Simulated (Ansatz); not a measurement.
`OB(F)S[SiH3]` and `OB(F)[NH][GeH3]` differ in one atom or group.

Ansatz, PBE0-D4/def2-TZVP geometries, multiplicity 1. Each molecule was computed in one conformer, which needn't be the lowest.

Scalar relativity is left out up to krypton.

```tsv
property	`OB(F)S[SiH3]`
HOMO–LUMO gap (ωB97M-V/def2-TZVPP) / eV	11.60
HOMO energy (PBE0/def2-TZVPP) / eV	-7.80
size of the dipole moment (ωB97M-V/def2-TZVPP) / D	1.89
HOMO energy (PBE/def2-TZVPP) / eV	-6.59
size of the dipole moment (B3LYP/def2-TZVPP) / D	1.86
HOMO–LUMO gap (PBE/def2-TZVPP) / eV	5.83
```

**Question.** Give the same properties after the change, and the shifts. (Best estimate.)

**Answer.** The calculation gave: 
```tsv
property	`OB(F)[NH][GeH3]`	shift
HOMO–LUMO gap (ωB97M-V/def2-TZVPP) / eV	11.91	0.31
HOMO energy (PBE0/def2-TZVPP) / eV	-7.78	0.02
size of the dipole moment (ωB97M-V/def2-TZVPP) / D	0.38	-1.51
HOMO energy (PBE/def2-TZVPP) / eV	-6.37	0.22
size of the dipole moment (B3LYP/def2-TZVPP) / D	0.40	-1.46
HOMO–LUMO gap (PBE/def2-TZVPP) / eV	5.90	0.07
```

Dipoles are sizes alone; their direction can turn.

B3LYP here is the variant with VWN-RPA as its local correlation; programs differ in this.
